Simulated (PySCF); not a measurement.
Compound: [(OH)3Si]2O.
Z-matrix (Å and degrees, PBE0-D3(BJ)/def2-SVP geometry), rows numbered from 1:
```
Si
O   1  1.6360
O   1  1.6406  2  110.64
O   1  1.6432  2  111.93  3   120.20
O   1  1.6720  2  107.85  3  -120.42
Si  5  1.6377  1  131.79  2    40.01
O   6  1.6420  5  116.25  1    97.71
O   6  1.6463  5  108.77  1  -141.47
O   6  1.6627  5  104.48  1   -18.96
H   2  0.9716  1  111.86  3    88.27
H   3  0.9608  1  116.41  2   168.49
H   4  0.9606  1  116.53  2    53.77
H   7  0.9615  6  115.62  5    94.39
H   8  0.9614  6  115.62  5    25.74
H   9  0.9621  6  116.10  5   151.98
```

The closed-shell ground state was solved at several levels (PySCF, density fitting, gas phase, non-relativistic).

| level | basis functions | HOMO (eV) | LUMO (eV) | gap (eV) | dipole (D) |
| --- | --- | --- | --- | --- | --- |
| wB97X-D/def2-SVPD | 257 | -11.06 | 1.09 | 12.15 | 3.24 |
| PBE0/pcSseg-1 | 197 | -8.91 | 0.24 | 9.15 | 3.41 |

(1) Estimate the row for wB97X-D/pcSseg-1, a basis of 197 functions; the other rows only guide the guess.

(2) Over all these levels, which gives the widest orbital gap and which the narrowest?

(3) How far do the dipole and the HOMO energy spread over the levels?

## Answers

(1) HOMO -10.90 eV, LUMO 2.06 eV, gap 12.96 eV, dipole 3.44 D.

(2) wB97X-D/pcSseg-1 (range-separated hybrid) has the widest, 12.96 eV, and PBE0/pcSseg-1 (global hybrid, 25 % exact exchange) the narrowest, 9.15 eV. The two share the basis. From the narrowest to the widest the HOMO moves by -1.99 eV and the LUMO by +1.82 eV.

(3) The dipole runs from 3.24 to 3.44 D (mean 3.36 D) and the HOMO from -11.06 to -8.91 eV.

One conformer stands for the species.
